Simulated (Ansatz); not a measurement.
Stepwise reaction of `[CH3][GeH]([CH3])[Br]` with hydrogen, as a gas-phase model of exchange steps in deposition or etching. ΔE in kJ/mol.

Isolated molecules relaxed with PBE0-D4/def2-TZVP in Ansatz; ΔE leaves out vibrations. CCSD(T)/CBS is the MP2 limit (def2-TZVPP, def2-QZVPP) plus CCSD(T) − MP2 in def2-TZVPP, frozen cores. This one scheme is used for every species. DFT in def2-TZVPP. B3LYP here is the variant with VWN-RPA as its local correlation; programs differ in this. For Br, Ge outer-core shells are correlated without core-valence functions, which leaves a few kJ/mol of doubt a bond. Scalar relativity is left out up to krypton.

| step | reaction | PBE-D4 | B3LYP-D4 | ωB97M-V | CCSD(T)/CBS |
| --- | --- | --- | --- | --- | --- |
| 1 | `[CH3][GeH]([CH3])[Br]` + H₂ → `[CH3][GeH2][Br]` + CH₄ | -28.3 | -32.2 | -29.8 | -26.2 |
| 2 | `[CH3][GeH2][Br]` + H₂ → `[GeH3][Br]` + CH₄ | -28.5 | -32.7 | -30.3 | -26.1 |

By hand: ΔE of the 2 steps together at CCSD(T)/CBS.

(-26.2) + (-26.1) = -52.3 kJ/mol, or -26.1 kJ/mol a step.

In ΔE the steps differ by no more than 0.1 kJ/mol. All are downhill at CCSD(T)/CBS. PBE-D4 differs from CCSD(T)/CBS by -2.4 to -2.1 kJ/mol a step. Isolated molecules leave out the surface, adducts and barriers. Largest T1 diagnostic: 0.009.
